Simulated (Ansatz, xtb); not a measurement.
# Two isomers of C4H4ClFO

Structure I: `C/C(=C\F)C(=O)Cl`, a singlet. Structure II: `C/C=C(\F)C(=O)Cl`, a singlet. Both are isolated molecules in the gas phase, relaxed with PBE0-D3(BJ)/def2-SVP; each stands in its lowest conformer found.

Problem. Estimate E(II) − E(I) at the level CCSD(T)/def2-SVP + ΔMP2/def2-TZVPP.

Solution. Calculated at CCSD(T)/def2-SVP + ΔMP2/def2-TZVPP: E(II) − E(I) = +12.6 kJ/mol, so structure I lies lower.

How the difference moves with the method:

```csv
level,geometry,E(II) − E(I) (kJ/mol),departure from the last row (kJ/mol),"job, with rough time for the two"
GFN2-xTB,GFN2-xTB,+8.5,−4.1,"optimisation, 0.27 s"
HF/STO-3G,GFN2-xTB,+5.9,−6.6,"single point, 0.72 s"
r2SCAN-D4/def2-SVP,GFN2-xTB,+8.0,−4.6,"single point, 4 s"
PBE0-D3(BJ)/def2-SVP,PBE0-D3(BJ)/def2-SVP,+9.7,−2.8,"optimisation, 45 s"
HF/def2-SVP,PBE0-D3(BJ)/def2-SVP,+8.6,−4.0,part of the CCSD(T) run
MP2/def2-SVP,PBE0-D3(BJ)/def2-SVP,+13.7,+1.1,part of the CCSD(T) run
CCSD(T)/def2-SVP,PBE0-D3(BJ)/def2-SVP,+10.3,−2.3,single point
CCSD(T)/def2-SVP + ΔMP2/def2-TZVPP,PBE0-D3(BJ)/def2-SVP,+12.6,,"single point, 75 s"
```

As drawn, both hold the same kinds of bond in the same numbers.

The levels shown agree on the order. The largest departure from CCSD(T)/def2-SVP + ΔMP2/def2-TZVPP is that of HF/STO-3G, 6.6 kJ/mol. The last row adds to CCSD(T) the change of the MP2 difference between the two basis sets, here +2.3 kJ/mol.

With thermal terms from frequencies at re-optimised GFN2-xTB minima (ideal gas, soft modes damped towards free rotors, one conformer each, 298.15 K, 1 atm): the zero-point term adds −0.6 kJ/mol; ΔH is +11.9 and ΔG +12.3 kJ/mol.

The correlated steps freeze 11 core orbitals. Run with Ansatz 0.2.0, xtb 6.7.1; the last row on 2 threads of Intel(R) Xeon(R) Processor @ 2.70GHz on a shared host.
